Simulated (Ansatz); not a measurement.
A series at Si: from `[SiH3][SiH]([SiH3])[SiH3]`, ligands are replaced one by one, each step taking up H₂ and setting free SiH₄; n counts the steps. Ansatz, PBE0-D4/def2-TZVP geometries.

```tsv
n	molecule	HOMO energy, ωB97M-V/def2-TZVPP (eV)
0	`[SiH3][SiH]([SiH3])[SiH3]`	?
1	`[SiH3][SiH2][SiH3]`	-10.00
2	`[SiH3][SiH3]`	-10.43
3	SiH₄	-12.14
```

Problem. By hand: fit a straight line y = ȳ + b (n − n̄) to the 3 given rows and predict n = 0.

Solution. n̄ = 2.000, ȳ = -10.857; Σ(n − n̄)(y − ȳ) = -2.140, Σ(n − n̄)² = 2.000, so b = -1.070 eV a step. Prediction: -10.857 + (-1.070) × (-2.000) = -8.72 eV.

Problem. By hand: compare with the computed value, -9.98 eV, and give the steps along the whole series.

Solution. The line misses by -1.26 eV (computed minus predicted). Steps: -0.02, -0.43, -1.71 eV.

One step carries most of the change, so a line is a poor guide. The highest orbital can change its character along such a series. The miss is 58.3 % of the series' range.
